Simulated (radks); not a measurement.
Numerical settings for neutral scandium, [Ar] 3d1 4s2. Method: scalar-relativistic Kohn-Sham, r2SCAN, spin-polarised, spherical densities, finite nucleus; open shells are filled with parallel spins first; meta-GGA in the generalised Kohn-Sham scheme; Fermi nuclear charge, rms radius 3.5459 fm; computed with a radial shooting solver on a logarithmic mesh with Libxc functionals. The defaults (mesh step 0.008 in ln r, mesh end at 40 bohr or more with all orbitals vanishing there, Anderson mixing 0.5 over 9 steps, residual threshold near 1e-9 with the energy settled to 1e-9 hartree or 1e-11 of itself, here a cap of 100 iterations) give E = -764.243 hartree and 3d at -3.418 eV in 15 iterations. Run on one thread of a shared host, so times are rough (Arm Neoverse N1): 0.23 s of CPU time, 0.23 s wall, 15 iterations on 2381 mesh points. Changes against that run (0 stands for a change within the tolerance of the run):

setting                     iterations         converged  E (mhartree)  e(3d) (meV)  CPU (s)
mesh step in ln r 0.03              13               yes       -0.0418      +0.0703     0.07
mesh step in ln r 0.05              16               yes         +0.67        -1.23     0.06
mesh step in ln r 0.012             14               yes             0            0     0.15
mesh end (bohr) 2                   12  level above zero     +1.21e+04    +5.31e+04     0.14
mesh end (bohr) 12                  17               yes         +0.16        +16.2     0.24
residual threshold 1e-16           100                no             0            0     0.93
residual threshold 0.001             9               yes             0       +0.335     0.16
mixing 0.01                         31               yes             0      +0.0149     0.42
linear mixing, mixing 0.05         100                no        +0.131        -3.42      1.2
linear mixing, mixing 0.2           68               yes             0      +0.0169     0.81
mixing history 2                    26               yes             0     +0.00688     0.34
iteration cap 5                      5                no       +0.0029        +27.7     0.09

Settled on a wrong energy, with an occupied level pushed above zero by the early mesh end: mesh end (bohr) 2 (+12.1 hartree). Apart from these: no run marked as converged misses the energy by more than 1 mhartree. A mesh that ends early acts as a hard wall.
